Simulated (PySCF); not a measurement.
Compound: C₅H₈OS.
Atom-mapped SMILES: `[O:1]=[S@:2]1[CH:3]=[CH:4][CH2:5][CH2:6][CH2:7]1` (hydrogens: H8 on C3; H9 on C4; H10, H11 on C5; H12, H13 on C6; H14, H15 on C7)

The same species was optimised twice, with GFN2-xTB and with PBE0-D3(BJ)/def2-SVP (PySCF), and the same property calculations (PySCF, gas phase) were run on both structures.

```tsv
coordinate	GFN2-xTB	PBE0-D3(BJ)/def2-SVP	change
O1=S2 (Å)	1.465	1.502	+0.037
S2–C7 (Å)	1.853	1.827	-0.026
S2–C3 (Å)	1.814	1.798	-0.016
C3=C4 (Å)	1.320	1.336	+0.016
C6–C7 (Å)	1.515	1.518	+0.003
C4–C5 (Å)	1.495	1.497	+0.002
C5–C6 (Å)	1.526	1.525	-0.001
S2–C7–C6 (°)	106.8	110.2	+3.4
O1–S2–C3 (°)	105.1	106.7	+1.6
C5–C6–C7 (°)	111.2	112.4	+1.2
C3–S2–C7 (°)	93.9	94.8	+0.9
S2–C3–C4 (°)	125.7	126.4	+0.7
O1–S2–C7 (°)	107.5	108.0	+0.5
C4–C5–C6 (°)	113.7	114.0	+0.3
C3–C4–C5 (°)	126.1	126.0	-0.1
```

Rotational constants: A = 4218, B = 1948, C = 1474 MHz (GFN2-xTB) against A = 4223, B = 1911, C = 1449 MHz (PBE0-D3(BJ)/def2-SVP). Point groups within 0.08 Å: C1 and C1.

On the GFN2-xTB structure: lowest singlet, TDDFT (eV) 5.13 [CAM-B3LYP/def2-SVPD]; isotropic polarisability (au) 80.0 [CAM-B3LYP/def2-SVPD]; HOMO (eV) -7.96 [CAM-B3LYP/def2-SVPD]; LUMO (eV) 0.49 [CAM-B3LYP/def2-SVPD]; dipole (D) 4.99 [CAM-B3LYP/def2-SVPD]; HOMO (eV) -6.47 [PBE0/pcSseg-1]; LUMO (eV) -0.46 [PBE0/pcSseg-1]; dipole (D) 4.63 [PBE0/pcSseg-1]; GIAO shielding of O1 (ppm) 282.8 [PBE0/pcSseg-1]; GIAO shielding of S2 (ppm) 179.9 [PBE0/pcSseg-1]; GIAO shielding of C3 (ppm) 36.3 [PBE0/pcSseg-1]; GIAO shielding of C4 (ppm) 49.4 [PBE0/pcSseg-1]; GIAO shielding of C5 (ppm) 155.5 [PBE0/pcSseg-1]; GIAO shielding of C6 (ppm) 166.1 [PBE0/pcSseg-1]; GIAO shielding of C7 (ppm) 130.0 [PBE0/pcSseg-1].

Question: What do these properties become on the PBE0-D3(BJ)/def2-SVP structure?

Answer: 
```tsv
property	level	on GFN2-xTB	on PBE0-D3(BJ)/def2-SVP	change
lowest singlet, TDDFT (eV)	CAM-B3LYP/def2-SVPD	5.13	4.98	-0.15
isotropic polarisability (au)	CAM-B3LYP/def2-SVPD	80.0	81.4	+1.4
HOMO (eV)	CAM-B3LYP/def2-SVPD	-7.96	-7.93	+0.03
LUMO (eV)	CAM-B3LYP/def2-SVPD	0.49	0.38	-0.11
dipole (D)	CAM-B3LYP/def2-SVPD	4.99	5.30	+0.31
energy, GFN2-xTB geometry as zero (kcal/mol)	CAM-B3LYP/def2-SVPD	0.0	-2.6	-2.6
HOMO (eV)	PBE0/pcSseg-1	-6.47	-6.42	+0.05
LUMO (eV)	PBE0/pcSseg-1	-0.46	-0.59	-0.13
dipole (D)	PBE0/pcSseg-1	4.63	4.93	+0.30
energy, GFN2-xTB geometry as zero (kcal/mol)	PBE0/pcSseg-1	0.0	-2.3	-2.3
GIAO shielding of O1 (ppm)	PBE0/pcSseg-1	282.8	273.2	-9.6
GIAO shielding of S2 (ppm)	PBE0/pcSseg-1	179.9	193.7	+13.8
GIAO shielding of C3 (ppm)	PBE0/pcSseg-1	36.3	35.7	-0.6
GIAO shielding of C4 (ppm)	PBE0/pcSseg-1	49.4	46.4	-3.0
GIAO shielding of C5 (ppm)	PBE0/pcSseg-1	155.5	156.4	+0.9
GIAO shielding of C6 (ppm)	PBE0/pcSseg-1	166.1	164.6	-1.5
GIAO shielding of C7 (ppm)	PBE0/pcSseg-1	130.0	131.7	+1.7
```

The heavy atoms differ by 0.034 Å rms after alignment. Among bonds between heavy atoms O1=S2 changes most (+0.037 Å). Changes are differences of the printed values. Neither structure is proved a minimum here.
